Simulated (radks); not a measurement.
Values are calculated unless marked as measured or tabulated.
Q: Excited configurations of neutral iridium: one electron is placed in a higher orbital outside [Xe] 4f14 5d7 6s1. The ground configuration is [Xe] 4f14 5d7 6s2. Code: a radial shooting solver on a logarithmic mesh with Libxc functionals. Model: Dirac Kohn-Sham, PBE, spin-unpolarised, spherical densities, point nucleus; open shells fill j = l - 1/2 first. Excitation = E - E(ground); binding = E(ion) - E, where the ion is the core of charge +1; n* = 1/sqrt(2 binding) in atomic units, and the quantum defect is n - n*.

| outer orbital | excitation (eV) | binding (eV) | n* | quantum defect | eigenvalue (eV) | <r> (bohr) |
|---|---|---|---|---|---|---|
| 5f5/2 | 8.925 | 0.913 | 3.860 | 1.140 | -0.433 | 17.26 |
| 7s1/2 | 7.205 | 2.633 | 2.273 | 4.727 | -1.534 | 8.199 |
| 7d3/2 | 8.829 | 1.009 | 3.671 | 3.329 | -0.564 | 19.09 |
| 7f5/2 | 9.381 | 0.458 | 5.453 | 1.547 | -0.287 | 43.70 |

Estimate the row for 6p1/2.

A: excitation (eV) 4.781; binding (eV) 5.057; n* 1.640; quantum defect 4.360; eigenvalue (eV) -2.389; <r> (bohr) 3.982. The Delta-SCF ionisation energy is 9.838 eV (NIST Atomic Spectra Database: 8.967 eV, measured). Self-interaction in the functional shifts the binding energies and quantum defects, so they are the method's values and not measured ones. Spin polarisation and multiplet splitting are left out, so open shells lie too high by an amount that depends on their filling.

Beside tabulated values, note that spin-unpolarised runs miss the spin-polarisation part of the exchange energy of open shells.
